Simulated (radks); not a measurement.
Question: Species: Tm X. Configuration: [Kr] 4d10 4f11 5s2 5p1. Calculated with a radial shooting solver on a logarithmic mesh with Libxc functionals: non-relativistic Kohn-Sham, LDA (Slater exchange, Perdew-Wang correlation), spin-polarised, spherical densities, point nucleus; open shells are filled with parallel spins first (spin-orbit coupling, left out, can overturn this in heavy ions); relativity is left out, which matters for an element this heavy. Some entries of the table are withheld. Estimate them.

| orbital | occ. | eigenvalue (eV) | <r^2> (bohr^2) |
|---|---|---|---|
| 1s up | 1 | -55190.72 | 0.0006458 |
| 1s down | 1 | -55190.61 | 0.0006458 |
| 2s up | 1 | -9054.923 | 0.01018 |
| 2s down | 1 | -9054.747 | 0.01018 |
| 2p up | 3 | -8659.263 | 0.007544 |
| 2p down | 3 | -8659.104 | 0.007544 |
| 3s up | 1 | -2138.508 | 0.06484 |
| 3s down | 1 | -2136.520 | 0.06478 |
| 3p up | 3 | -1957.952 | 0.06026 |
| 3p down | 3 | -1956.118 | 0.06021 |
| 3d up | 5 | -1620.246 | 0.04741 |
| 3d down | 5 | -1618.877 | 0.04735 |
| 4s up | 1 | -531.1035 | 0.3221 |
| 4s down | 1 | -527.9564 | 0.3223 |
| 4p up | 3 | -458.0212 | 0.3364 |
| 4p down | 3 | -454.8867 | 0.3366 |
| 4d up | 5 | -325.8478 | 0.3723 |
| 4d down | 5 | -322.7251 | 0.3727 |
| 5s up | 1 | (1) | 1.559 |
| 5s down | 1 | (2) | 1.570 |
| 4f up | 7 | (3) | (4) |
| 4f down | 4 | (5) | (6) |
| 5p up | 1 | -153.9267 | 1.773 |
| 5p down | 0 | -151.4642 | 1.790 |

Answer: 
(1) 5s up eigenvalue (eV): -177.4804
(2) 5s down eigenvalue (eV): -174.8930
(3) 4f up eigenvalue (eV): -157.4910
(4) 4f up <r^2> (bohr^2): 0.5209
(5) 4f down eigenvalue (eV): -154.3318
(6) 4f down <r^2> (bohr^2): 0.5246
